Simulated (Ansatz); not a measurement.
A nudged elastic band was laid between two geometries of AlH8NOSi2 (13 atoms, charge 0, multiplicity 1).

Theory: RKS r2SCANh-D4/6-31G (Ansatz).

```json
{
 "movable images": "5",
 "climbing image": "yes",
 "spring": "5.0 eV/Å²",
 "optimiser": "quadratic models (default)",
 "start path": "through a guess of the saddle point",
 "force threshold": "0.5 eV/Å",
 "iteration limit": "20",
 "end points": "relaxed"
}
```

Initial state:

```xyz
13
Properties=species:S:1:pos:R:3
Al -0.956 2.411 -1.075
N 0.445 1.587 -0.288
Si 0.385 0.483 1.095
O 0.433 -1.144 0.665
Si 0.229 -2.671 -0.016
H -0.651 3.356 -2.331
H -2.404 2.144 -0.455
H 1.368 1.737 -0.684
H 1.574 0.724 1.977
H -0.909 0.757 1.797
H -1.026 -3.311 0.508
H 1.403 -3.538 0.336
H 0.130 -2.569 -1.513
```

Final state:

```xyz
13
Properties=species:S:1:pos:R:3
Al -0.286 2.451 -1.278
N -0.820 1.416 0.102
Si 0.213 0.460 1.177
O 0.220 -1.188 0.819
Si 0.310 -2.631 -0.054
H -1.420 3.216 -2.110
H 1.284 2.532 -1.571
H -1.817 1.348 0.285
H 1.600 1.002 1.007
H -0.276 0.575 2.589
H 1.400 -2.557 -1.090
H -0.994 -2.901 -0.751
H 0.607 -3.758 0.890
```

Question: Which bonds break or form, and what moves?

Answer: No bond is made or broken. The dihedral Al1–N2–Si3–H10 goes from -21 to 139°.

Question: Give the energies along the band, and the barrier.

Answer: The forces met the threshold. The highest image is number 3 of 0 to 6, 0.143 eV above the ends, which have the same energy within 2 meV. The threshold of 0.5 eV/Å is loose, so the images may lie well off the minimum-energy path. The order of the stationary point at the top wasn't checked. Limits of this set-up: no polarisation functions.

| image | path coordinate (Å) | energy (eV) | dihedral Al1–N2–Si3–H10 (°) |
| --- | --- | --- | --- |
| 0 | 0.00 | 0.000 | -21 |
| 1 | 1.79 | 0.026 | -7 |
| 2 | 3.59 | 0.104 | 33 |
| 3 | 5.38 | 0.143 | 84 |
| 4 | 7.18 | 0.073 | 116 |
| 5 | 8.97 | 0.034 | 116 |
| 6 | 10.77 | 0.000 | 139 |

Question: What is the geometry of the highest image?

Answer: 
```xyz
13
Properties=species:S:1:pos:R:3:forces:R:3
Al -0.372 3.129 -0.680 0.02 -0.01 -0.15
N -0.015 1.365 -0.652 0.01 -0.04 0.11
Si -0.509 0.194 0.582 -0.07 0.01 0.07
O 0.525 -1.147 0.522 -0.06 0.01 -0.03
Si 0.771 -2.803 0.259 0.09 -0.10 -0.07
H 0.131 3.968 -1.948 0.01 0.02 0.04
H -1.233 3.700 0.533 -0.01 0.04 0.08
H 0.523 0.954 -1.408 -0.01 0.01 -0.09
H -0.432 0.852 1.931 -0.01 -0.02 -0.05
H -1.914 -0.320 0.355 0.05 0.01 0.00
H 0.174 -3.614 1.371 -0.01 -0.01 0.06
H 2.245 -3.074 0.182 -0.05 0.04 0.01
H 0.126 -3.238 -1.033 0.02 0.04 0.03
```

Time of the run: 13 min on 1 thread of Arm Neoverse V1, with other jobs on the host, peak memory 0.21 GiB.
